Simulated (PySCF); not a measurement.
Method: B3LYP-D3(BJ)/def2-TZVP // TPSS-D3(BJ)/def2-SVP (PySCF 2.14.0). All species are isolated molecules in the gas phase. B3LYP has the VWN-RPA correlation part, as in Gaussian. 

Reference species: [Cd(Cl)2] (neutral, multiplicity 1).

```json
{
 "LUMO": "-2.67 eV",
 "HOMO": "-8.62 eV"
}
```

Changed species: [Cd(Cl)(F)] (1 of 2 Cl replaced by F; the reference has 0 of 2 Cl replaced by F).

**Question.** Predict the effect on the LUMO and HOMO.

**Answer.** the LUMO decreases by 0.10 eV, to -2.77 eV; the HOMO falls by 0.23 eV, to -8.85 eV.
